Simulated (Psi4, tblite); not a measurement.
Approach curve of the dimer CO2 ··· C4H4S (SMILES O=C=O and c1ccsc1). Monomers: optimised at B3LYP-D3(BJ) (def2-TZVP), held rigid. Orientation: lowest of the rigid-body minima from ten starts at GFN2-xTB. R is the distance of the centres of mass, along which the second monomer moves.

Levels: GFN2-xTB (tblite); SAPT0/jun-cc-pVDZ, frozen core (Psi4).

Interaction energies in kJ/mol; the last columns give the difference from SAPT0:

```tsv
R / Å	GFN2-xTB	SAPT0/jun-cc-pVDZ	GFN2-xTB − SAPT0/jun-cc-pVDZ
2.70	7.96	39.47	-31.51
2.83	-1.76	19.54	-21.29
3.07	-8.93	0.47	-9.40
3.27	-10.06	-5.70	-4.36
3.44	-9.71	-7.55	-2.16
3.66	-8.61	-7.74	-0.87
3.99	-6.66	-6.37	-0.29
4.25	-5.25	-5.07	-0.18
4.75	-3.13	-3.08	-0.05
5.48	-1.37	-1.48	0.11
6.51	-0.40	-0.59	0.19
7.77	-0.05	-0.23	0.18
```

GFN2-xTB is furthest from SAPT0/jun-cc-pVDZ at 2.70 (-31.51 kJ/mol, below); its mean absolute difference over the points is 5.88 kJ/mol.
